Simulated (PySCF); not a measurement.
C7H12.
Z-matrix (Å and degrees, PBE0-D3(BJ)/def2-SVP geometry), rows numbered from 1:
```
C 
C   1  1.5232
C   2  1.5266  1  110.63
C   3  1.5131  2  113.35  1   -49.40
C   4  1.4977  3  121.51  2   -52.30
C   5  1.5040  4   60.46  3   108.99
C   6  1.5234  4  120.10  5   109.08
H   1  1.1018  2  110.84  3  -172.32
H   1  1.1048  2  108.59  3   -55.79
H   2  1.1050  1  109.55  3  -122.02
H   2  1.1014  1  110.72  3   121.52
H   3  1.1034  2  110.58  1  -173.47
H   3  1.1042  2  108.22  1    70.61
H   4  1.0950  3  113.94  2   162.48
H   5  1.0950  4  118.07  6  -106.76
H   5  1.0931  4  118.45  6   108.93
H   6  1.0942  4  115.63  5  -105.79
H   7  1.1009  1  109.67  2  -169.54
H   7  1.1041  1  108.99  2    75.12
```

The closed-shell ground state was solved at several levels (PySCF, density fitting, gas phase, non-relativistic).

```json
{"level": "wB97X-D/def2-SVPD", "basis functions": "236", "total energy (Eh)": "-273.6783", "HOMO (eV)": "-9.39", "LUMO (eV)": "2.46", "gap (eV)": "11.85", "dipole (D)": "0.17"}
{"level": "PBE0/pcSseg-1", "basis functions": "179", "total energy (Eh)": "-273.5782", "HOMO (eV)": "-7.53", "LUMO (eV)": "1.35", "gap (eV)": "8.88", "dipole (D)": "0.19"}
```

**Question.** Estimate the row for B3LYP/pcJ-1, a basis of 309 functions; the other rows only guide the guess.

**Answer.** Total energy -273.9650 Eh, HOMO -7.30 eV, LUMO 1.08 eV, gap 8.38 eV, dipole 0.18 D.

**Question.** Over all these levels, which gives the widest orbital gap and which the narrowest?

**Answer.** wB97X-D/def2-SVPD (range-separated hybrid) has the widest, 11.85 eV, and B3LYP/pcJ-1 (global hybrid, 20 % exact exchange) the narrowest, 8.38 eV. Functional and basis both differ between the two, so the spread mixes both effects.

**Question.** How far do the dipole and the HOMO energy spread over the levels?

**Answer.** The dipole runs from 0.17 to 0.19 D (mean 0.18 D) and the HOMO from -9.39 to -7.30 eV.

One conformer stands for the species.

wB97X-D is run here without its empirical dispersion term; that term would change no orbital, density or response property at a fixed geometry.
